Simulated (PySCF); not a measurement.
## Electron affinity of Ba by level of theory

Ba⁻ [Xe] 5d1 6s2 (2D) → Ba [Xe] 6s2 (1S), as a difference of total energies. Calculation: PySCF 2.14, in x2c-TZVPPall with one added diffuse shell each of s, p, d type (12s8p7d2f1g, 94 functions); the spin-free X2C one-electron Hamiltonian (Gaussian nucleus). Correlated levels: valence: [Xe] frozen; valence and next inner shell: [Kr] 4d10 frozen. The calculations carry no spin-orbit coupling.

| method | electron affinity (eV) |
| --- | --- |
| UHF | -0.867 |
| LDA | 0.034 |
| PBE | 0.047 |
| PBE0 | -0.083 |
| r2SCAN | 0.174 |
| BHandHLYP | -0.410 |
| TPSSh | 0.014 |
| B2PLYP | -0.392 |
| MP2 (valence) | -0.711 |
| SCS-MP2 (valence) | -0.758 |
| MP2 (valence and next inner shell) | -0.689 |
| SCS-MP2 (valence and next inner shell) | -0.737 |

A first-order spin-orbit estimate (lowest level to lowest level, LS coupling) adds 0.042 eV.

The configuration of this anion was assumed by filling the next shell in order. It is not the known or likely ground configuration (Ca⁻, Sr⁻ and Ba⁻, for instance, bind a p electron), so these values are not the electron affinity of the element.

A negative affinity means that the anion lies above the atom at that level of theory.

In the anion the highest occupied orbital energy is positive at LDA, PBE, PBE0, r2SCAN, BHandHLYP, TPSSh, B2PLYP, a self-interaction effect; the basis confines that electron, and the energy difference can still be sensible.
